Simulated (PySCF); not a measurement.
## Niobium: a sound run and one with changed settings

Sound run: Nb [Kr] 4d4 5s1, Nb⁺ [Kr] 4d4. All numbers are calculated (PySCF 2.14, the spin-free X2C one-electron Hamiltonian (Gaussian nucleus), in x2c-SVPall). In the sound run the correlated levels freeze [Kr]. The sound run starts from symmetry-adapted Hartree-Fock orbitals and uses a fine grid where one is needed.

Changed run: the non-relativistic Hamiltonian (point nucleus). This setting is unsound on purpose.

```json
{"species": "Nb", "method": "UHF", "sound run (hartree)": "-3816.88769", "changed run (hartree)": "-3713.72020", "converged": "yes"}
{"species": "Nb", "method": "TPSS", "sound run (hartree)": "-3818.84580", "changed run (hartree)": "-3715.68582", "converged": "yes"}
{"species": "Nb", "method": "MP2", "sound run (hartree)": "-3816.92667", "changed run (hartree)": "-3713.75846", "converged": "yes"}
{"species": "Nb⁺", "method": "UHF", "sound run (hartree)": "-3816.66672", "changed run (hartree)": "-3713.52039", "converged": "yes"}
{"species": "Nb⁺", "method": "TPSS", "sound run (hartree)": "-3818.58968", "changed run (hartree)": "-3715.45459", "converged": "yes"}
{"species": "Nb⁺", "method": "MP2", "sound run (hartree)": "-3816.69432", "changed run (hartree)": "-3713.54765", "converged": "yes"}
```

Ionisation energy of Nb:

```csv
method,sound run (eV),changed run (eV)
UHF,6.013,5.437
TPSS,6.969,6.292
r2SCAN,n/a,6.470
MP2,6.322,5.736
SCS-MP2,6.116,5.537
```

Most of the change in total energy is the relativistic energy itself. On top of that the contraction fixes the core shape for the Hamiltonian it was made with, so the changed run is not a good calculation with the other Hamiltonian either.

For comparison, NIST gives 6.759 eV between the lowest levels.
